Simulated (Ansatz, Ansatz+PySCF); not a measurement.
| atom | x (Å) | y (Å) | z (Å) |
| --- | --- | --- | --- |
| F | 0.0196 | 0.0433 | 0.0145 |
| H | 2.6589 | -0.4053 | 0.6075 |
| F | 2.8454 | 0.2942 | 0.0533 |

Basis set: def2-SVP (spherical functions). Left uncorrelated: 2 orbitals. Charge 0, multiplicity 2.

Computed with Ansatz (development build ahead of 0.2.0); each method stands on the lowest determinant of its kind that the runs found.

Q: Give the atomization energy at this shape (free ground-state atoms in the same class of orbitals less the molecule, no zero-point energy) of doublet HF₂ by PBE0 (unrestricted), UHF-MP2, UHF.

A:

```
             method  atomization energy
PBE0 (unrestricted)        555.7 kJ/mol
            UHF-MP2        557.0 kJ/mol
                UHF        395.9 kJ/mol
```

Caution for PBE0 (unrestricted): charge can spread falsely over distant fragments.
